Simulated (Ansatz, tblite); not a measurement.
Forces on H2Ga(BH4) (GaBH6) at its r2SCAN-D4/def2-TZVP geometry. Charge 0, multiplicity 1.

The xTB rows come from tblite. LC-ωPBE has ω = 0.4 bohr⁻¹.

GFN1-xTB (tblite), largest force 0.56 eV/Å:

```xyz
8
positions Å, forces eV/Å
Ga   -0.860   -0.682    0.380   -0.373   -0.296    0.164
H     0.109   -0.260   -1.039   -0.241   -0.228   -0.001
B     0.760    0.602   -0.336    0.418    0.330   -0.181
H     0.290    0.573    0.864   -0.221   -0.138    0.202
H    -2.277   -0.074    0.249    0.209   -0.173    0.056
H    -0.407   -2.052    0.936   -0.157    0.214   -0.078
H     0.499    1.679   -0.781    0.215    0.112   -0.070
H     1.887    0.214   -0.273    0.151    0.179   -0.093
```

GFN2-xTB (tblite), largest force 0.61 eV/Å:

```
Ga 0.004 0.003 -0.002
H 0.037 0.000 -0.102
B 0.456 0.360 -0.198
H 0.053 0.072 0.061
H -0.105 -0.223 0.107
H -0.256 -0.063 0.052
H 0.119 -0.300 0.119
H -0.307 0.151 -0.037
```

LC-ωPBE/def2-TZVP (Ansatz), largest force 0.27 eV/Å:

```
Ga 0.107 0.084 -0.049
H 0.009 0.002 -0.020
B -0.198 -0.156 0.092
H 0.014 0.017 0.007
H 0.103 -0.056 0.015
H -0.045 0.102 -0.040
H 0.027 -0.019 0.005
H -0.017 0.026 -0.011
```
